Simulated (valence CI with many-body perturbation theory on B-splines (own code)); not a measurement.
**Level structure of Yb39+**

Level of theory: relativistic CI+MBPT: three valence electrons over a frozen Dirac-Fock core [Ar] 3d10, radial functions for each j: 11 s, 11 p, 9 d, 7 f, 5 g, 2 h, 1 i, with the one-electron correlation potential Σ1, the two-electron term Σ2, the three-electron term Σ3, Breit, model QED; selected CI, second order for the rest (own B-spline code, finite nucleus).

No measured spectrum was set against this ion. As an estimate, large intervals hold to a few tenths of a per cent, small ones and those within an open d or f shell to about a per cent.

Levels 1 to 45 of 67, with energies above the lowest level, (4s^2 4p1/2) J=1/2. "Leading %" is the weight of the configuration and term that name the level; weights of strongly mixed levels are sums over their largest components and can fall short. In the jj column 3d3/2^4 stands for four electrons in 3d with j = 3/2. Lifetimes count E1, E2, E3, M1 and M2 decay at the calculated energies, and are blank where another channel may lead or the interval is too uncertain; long ones can be off by a factor of two.

| No. | Configuration | Term | J | E (Ry) | Leading % | Lifetime | Second component | Leading jj |
| --- | --- | --- | --- | --- | --- | --- | --- | --- |
| 1 | 4s2 4p | 2P° | 1/2 | 0.000 | 99 |  |  | 4s^2 4p1/2 (99 %) |
| 2 | 4s2 4p | 2P° | 3/2 | 5.357 | 99 | 535 ns |  | 4s^2 4p3/2 (99 %) |
| 3 | 4s 4p2 | 4P | 1/2 | 6.371 | 60 | 44.0 ps | 27 % 4s 4p2 2S | 4s 4p1/2^2 (97 %) |
| 4 | 4s 4p2 | 4P | 3/2 | 10.869 | 92 | 299 ps | 6 % 4s 4p2 2D | 4s 4p1/2 4p3/2 (99 %) |
| 5 | 4s 4p2 | 2D | 5/2 | 11.426 | 56 | 90.1 ps | 43 % 4s 4p2 4P | 4s 4p1/2 4p3/2 (97 %) |
| 6 | 4s 4p2 | 2D | 3/2 | 12.228 | 66 | 4.08 ps | 28 % 4s 4p2 2P | 4s 4p1/2 4p3/2 (94 %) |
| 7 | 4s 4p2 | 2P | 1/2 | 12.426 | 71 | 2.04 ps | 25 % 4s 4p2 4P | 4s 4p1/2 4p3/2 (96 %) |
| 8 | 4s2 4d | 2D | 3/2 | 16.083 | 90 | 1.19 ps | 8 % 4s 4p2 2P | 4s^2 4d3/2 (90 %) |
| 9 | 4s 4p2 | 4P | 5/2 | 16.265 | 47 | 10.5 ns | 28 % 4s 4p2 2D | 4s 4p3/2^2 (74 %) |
| 10 | 4s2 4d | 2D | 5/2 | 17.568 | 73 | 2.11 ps | 16 % 4s 4p2 2D | 4s^2 4d5/2 (73 %) |
| 11 | 4s 4p2 | 2S | 1/2 | 17.784 | 69 | 2.98 ps | 16 % 4s 4p2 2P | 4s 4p3/2^2 (98 %) |
| 12 | 4s 4p2 | 2P | 3/2 | 18.065 | 61 | 1.37 ps | 28 % 4s 4p2 2D | 4s 4p3/2^2 (93 %) |
| 13 | 4p3 | 2P° | 3/2 | 18.657 | 44 | 4.13 ps | 27 % 4p3 2D° | 4p1/2^2 4p3/2 (94 %) |
| 14 | 4s 4p 4d | 4F° | 3/2 | 21.131 | 80 | 23.7 ps | 15 % 4s 4p 4d 2D° | 4s 4p1/2 4d3/2 (98 %) |
| 15 | 4s 4p 4d | 4F° | 5/2 | 21.562 | 50 | 42.8 ps | 21 % 4s 4p 4d 2F° | 4s 4p1/2 4d3/2 (92 %) |
| 16 | 4s 4p 4d | 4D° | 1/2 | 22.467 | 64 | 1.08 ps | 29 % 4s 4p 4d 2P° | 4s 4p1/2 4d3/2 (97 %) |
| 17 | 4s 4p 4d | 4D° | 3/2 | 22.500 | 38 | 1.11 ps | 23 % 4s 4p 4d 4P° | 4s 4p1/2 4d3/2 (86 %) |
| 18 | 4s 4p 4d | 4P° | 5/2 | 22.759 | 31 | 4.34 ps | 24 % 4s 4p 4d 4D° | 4s 4p1/2 4d5/2 (90 %) |
| 19 | 4p3 | 4S° | 3/2 | 23.104 | 34 | 3.46 ps | 22 % 4s 4p 4d 2D° | 4p1/2 4p3/2^2 (50 %) |
| 20 | 4s 4p 4d | 4F° | 7/2 | 23.108 | 52 | 5.48 ps | 25 % 4s 4p 4d 2F° | 4s 4p1/2 4d5/2 (94 %) |
| 21 | 4p3 | 2D° | 5/2 | 23.291 | 28 | 3.96 ps | 21 % 4s 4p 4d 4P° | 4s 4p1/2 4d5/2 (70 %) |
| 22 | 4p3 | 2D° | 5/2 | 24.305 | 54 | 2.10 ps | 42 % 4s 4p 4d 2F° | 4p1/2 4p3/2^2 (54 %) |
| 23 | 4p3 | 2P° | 1/2 | 24.407 | 94 | 2.19 ps | 5 % 4s 4p 4d 2P° | 4p1/2 4p3/2^2 (94 %) |
| 24 | 4p3 | 2D° | 3/2 | 24.517 | 28 | 1.23 ps | 20 % 4s 4p 4d 2P° | 4p1/2 4p3/2^2 (44 %) |
| 25 | 4s 4p 4d | 4D° | 5/2 | 27.045 | 50 | 1.31 ps | 20 % 4s 4p 4d 4F° | 4s 4p3/2 4d3/2 (93 %) |
| 26 | 4s 4p 4d | 4D° | 3/2 | 27.061 | 42 | 1.43 ps | 39 % 4s 4p 4d 4P° | 4s 4p3/2 4d3/2 (98 %) |
| 27 | 4s 4p 4d | 4P° | 1/2 | 27.066 | 87 | 1.55 ps | 12 % 4s 4p 4d 4D° | 4s 4p3/2 4d3/2 (98 %) |
| 28 | 4s 4p 4d | 4F° | 7/2 | 27.186 | 40 | 1.61 ps | 34 % 4s 4p 4d 4D° | 4s 4p3/2 4d3/2 (76 %) |
| 29 | 4s 4p 4d | 4F° | 9/2 | 27.472 | 100 | 632 ns |  | 4s 4p3/2 4d5/2 (100 %) |
| 30 | 4s2 4f | 2F° | 5/2 | 27.725 | 50 | 2.43 ps | 37 % 4s 4p 4d 2F° | 4s^2 4f5/2 (50 %) |
| 31 | 4s 4p 4d | 2D° | 3/2 | 27.923 | 62 | 1.35 ps | 26 % 4s 4p 4d 4P° | 4s 4p3/2 4d3/2 (56 %) |
| 32 | 4s 4p 4d | 2D° | 5/2 | 28.261 | 46 | 2.98 ps | 38 % 4s 4p 4d 4P° | 4s 4p3/2 4d5/2 (98 %) |
| 33 | 4s 4p 4d | 2D° | 3/2 | 28.275 | 30 | 2.01 ps | 20 % 4p3 2P° | 4p3/2^3 (36 %) |
| 34 | 4s2 4f | 2F° | 7/2 | 28.281 | 56 | 5.48 ps | 25 % 4s 4p 4d 4D° | 4s^2 4f7/2 (56 %) |
| 35 | 4s 4p 4d | 2P° | 1/2 | 28.606 | 75 | 853 fs | 20 % 4s 4p 4d 4D° | 4s 4p3/2 4d3/2 (90 %) |
| 36 | 4p2 4d | 4F | 3/2 | 28.681 | 38 | 8.16 ps | 28 % 4p2 4d 2D | 4p1/2^2 4d3/2 (98 %) |
| 37 | 4s 4p 4d | 2F° | 7/2 | 28.775 | 88 | 2.72 ps | 7 % 4s 4p 4d 4D° | 4s 4p3/2 4d5/2 (83 %) |
| 38 | 4s2 4f | 2F° | 5/2 | 29.268 | 37 | 828 fs | 31 % 4s 4p 4d 2D° | 4s 4p3/2 4d3/2 (46 %) |
| 39 | 4s 4p 4d | 2P° | 1/2 | 29.543 | 89 | 1.99 ps | 4 % 4s 4p 4d 4D° | 4s 4p3/2 4d5/2 (90 %) |
| 40 | 4s 4p 4d | 2P° | 3/2 | 29.795 | 80 | 1.35 ps | 6 % 4s 4p 4d 4D° | 4s 4p3/2 4d5/2 (96 %) |
| 41 | 4s 4p 4d | 2F° | 7/2 | 29.834 | 46 | 1.15 ps | 38 % 4s2 4f 2F° | 4s 4p3/2 4d5/2 (54 %) |
| 42 | 4s 4p 4d | 2D° | 5/2 | 30.135 | 47 | 1.01 ps | 37 % 4s 4p 4d 2F° | 4s 4p3/2 4d5/2 (80 %) |
| 43 | 4p2 4d | 2D | 5/2 | 30.165 | 28 | 4.09 ps | 23 % 4p2 4d 4D | 4p1/2^2 4d5/2 (94 %) |
| 44 | 4p3 | 2P° | 3/2 | 30.526 | 33 | 822 fs | 21 % 4p3 2D° | 4p3/2^3 (62 %) |
| 45 | 4p2 4d | 2F | 5/2 | 33.236 | 43 | 7.70 ps | 38 % 4p2 4d 4F | 4p1/2 4p3/2 4d3/2 (83 %) |

The ionisation energy to 4s2 1S_0 of the next ion comes out as 1847 eV (NIST: 1845 ± 4 eV (theoretical)). All 67 levels together are meant to be complete up to 36.492 Ry.
